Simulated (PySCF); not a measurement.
## NMR data sheet: C₆H₉NOSi

* Formula: C6H9NOSi
* SMILES: N#C[C@@H]1[SiH2]C[C@@]12C[C@H]2O
* Point group of the computed structure: C1
* Degrees of unsaturation: 4
* Carbon signals: 6
* Proton signals: 9

Numbering as in the mapped SMILES `[N:1]#[C:2][C@@H:3]1[SiH2:4][CH2:5][C@@:6]12[CH2:7][C@H:8]2[OH:9]` (H(Xn): hydrogen on atom n). Ha(Si4), Ha(C5) are cis to C2 on the ring; Ha(C7) is cis to O9 on the ring; Hb(Si4), Hb(C5) are trans to C2 on the ring; Hb(C7) is trans to O9 on the ring.

PySCF 2.14.0 with density-fitted response routines calculation with σ from GIAO-PBE0/pcSseg-1 and geometry from GFN2-xTB; relativity neglected, a single conformation, no solvent model.

References, each an isolated molecule treated in the same way: ¹H (31.72 ppm), ¹³C (186.93 ppm), ²⁹Si (349.16 ppm) against TMS; NH3 for ¹⁵N (267.73 ppm); H2O for ¹⁷O (336.08 ppm).

| carbon | δC, type | δH (multiplicity) | HMBC from (2–3 bonds) | span of the C tensor (ppm) |
| --- | --- | --- | --- | --- |
| C2 | 128.1, C | – | Hb(Si4), Ha(Si4), H(C3) | 356 |
| C3 | 15.9, CH | 2.21 (m) | Hb(Si4), Ha(Si4), H(C8), Ha(C5), Hb(C5), Ha(C7), Hb(C7) | 38 |
| C5 | 20.0, CH2 | Ha(C5) 2.04 (m); Hb(C5) 1.14 (m) | Hb(Si4), Ha(Si4), H(C8), H(C3), Ha(C7), Hb(C7) | 63 |
| C6 | 23.6, C | – | Hb(Si4), Ha(Si4), H(C8), H(C3), Ha(C5), Hb(C5), Ha(C7), Hb(C7) | 73 |
| C7 | 29.4, CH2 | Ha(C7) 0.83 (m); Hb(C7) 0.81 (m) | H(C8), H(C3), Ha(C5), Hb(C5) | 65 |
| C8 | 62.7, CH | 3.59 (m) | H(C3), Ha(C5), Hb(C5), Ha(C7), Hb(C7) | 97 |

Other nuclei:
| atoms | nucleus | environment | δ (ppm) | σ (ppm) |
| --- | --- | --- | --- | --- |
| Hb(Si4) | ¹H | hydrogen on a silicon bonded to 2 C, in a 4-membered ring | 5.01 | 26.71 |
| Ha(Si4) | ¹H | hydrogen on a silicon bonded to 2 C, in a 4-membered ring | 4.89 | 26.83 |
| H(O9) | ¹H | hydrogen on an alcohol oxygen | 2.93 | 28.79 |
| Si4 | ²⁹Si | silicon bonded to 2 C, 2 H, in a 4-membered ring | -37.5 | 386.7 |
| N1 | ¹⁵N | nitrile nitrogen | 298.1 | -30.4 |
| O9 | ¹⁷O | alcohol oxygen | 39.0 | 297.1 |

Carbon types of the structure: 2 × C, 2 × CH, 2 × CH2, leaving 3 H on heteroatoms. δC 128.1: nitrile carbon; typical of a nitrile. δC 62.7, 29.4, 23.6: three-membered-ring carbon. δH 5.01, 4.89: hydrogen on a silicon bonded to 2 C, in a 4-membered ring. δH 3.59, 0.83, 0.81: hydrogen on a three-membered-ring carbon. δH 2.93: hydrogen on an alcohol oxygen; exchangeable; this is the value without hydrogen bonding to other molecules.

Exchangeable OH/NH protons stand at their gas-phase positions; hydrogen bonding in a real sample shifts them, mostly to higher δ. Shifts are as computed. Against solution values, carbons near 30 ppm lie about +3 ppm off and those near 130 ppm about +5 ppm. Of 1309 compounds with measured shifts, 239 miss one by over three times the rms of a fit or turn the order of signals round; such compounds aren't used in these exercises. Experimental scales use liquid or dissolved standards, which lie at an offset from isolated NH3 (liquid NH3: subtract about 20 ppm) and H2O (liquid H2O: subtract about 36 ppm). Unscaled 15N shifts of sp2 nitrogen come out 20 to 40 ppm too high even then. No couplings were computed; multiplicities are counted from neighbouring protons, with m where these are inequivalent, close in shift, in a saturated or five-membered ring or joined by F or P, and br s for small geminal =CH2 splittings.
